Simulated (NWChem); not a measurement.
# AgH$_{2}$OBr; SMILES [OH2]->[Ag][Br]

```xyz
5

Ag     0.0247    -0.6614     0.0000
Br    -0.0085     1.7379     0.0000
O     -0.0059    -2.8902     0.0000
H     -0.4087    -3.3108     0.7690
H     -0.4087    -3.3108    -0.7690
```
Atoms are numbered in this order, from 1.

Results from NWChem. Geometry: optimised at PBE0/def2-SVP. def2 effective core potentials on Ag; no spin-orbit coupling. Ions are spin-unrestricted doublets at the neutral geometry; other ion states weren't tried. Functional: LC-ωPBE (HJS hole) with def2-SVP; the question gives the range parameter ω in 1/bohr.

Estimate the computed values for range parameter (1/bohr) 0.10. Quantities: vertical ionisation energy, ΔSCF (eV); −ε(HOMO) (eV).


```json
{
 "vertical ionisation energy, ΔSCF (eV)": "8.81",
 "−ε(HOMO) (eV)": "6.73"
}
```
